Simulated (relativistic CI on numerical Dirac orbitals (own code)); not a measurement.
Radial parameters of Bi XXII

Calculated at this level of theory: Dirac-Coulomb-Breit CI, separate exchange-only KLI orbitals for each configuration, QED by a radiative potential, unscaled Slater integrals (own radial code, finite nucleus).

Slater integrals F^k, G^k are unscaled and averaged over j, outside the closed core [Kr] 4d10; ζ comes from projecting the Hamiltonian with its Breit term on Σ l·s of the shell.

- 4f¹⁴5s5p: G^1(5s,5p) = 167710, ζ(5p) = 183510 cm⁻¹; <r>(5s) = 0.7567, <r^2>(5s) = 0.6374, <r>(5p) = 0.8174, <r^2>(5p) = 0.746 (bohr units).
- 4f¹⁴5s5d: G^2(5s,5d) = 110680, ζ(5d) = 19812 cm⁻¹; <r>(5s) = 0.7565, <r^2>(5s) = 0.6371, <r>(5d) = 0.9038, <r^2>(5d) = 0.9161 (bohr units).
- 4f¹³5s²5p: ζ(4f) = 12621, F^2(4f,5p) = 98537, G^2(4f,5p) = 32732, G^4(4f,5p) = 29828, ζ(5p) = 187860 cm⁻¹; <r>(4f) = 0.4173, <r^2>(4f) = 0.2037, <r>(5p) = 0.813, <r^2>(5p) = 0.738 (bohr units).

In this model ζ of a weakly bound d, f or g electron outside closed shells comes out too small, for d by up to a factor of two or three and at times with the wrong sign; that of an outer p electron is too small as well.

Averages of the first 10 configurations, taken without configuration mixing, which lowers the lowest level and can move excited configurations by several eV; other configurations of the list can lie among them:

```
Configuration  Parity  States  Average energy above the lowest level (eV)
      4f¹⁴5s²    even       1                                         1.1
     4f¹⁴5s5p     odd      12                                        69.8
     4f¹⁴5s5d    even      20                                       164.3
    4f¹³5s²5p    even      84                                       114.5
     4f¹⁴5s5f     odd      28                                       259.8
     4f¹⁴5p5d     odd      60                                       236.4
     4f¹⁴5s5g    even      36                                       335.5
    4f¹³5s²5d     odd     140                                       211.7
      4f¹⁴5p²    even      15                                       144.3
      4f¹³5p³    even     280                                       263.7
```
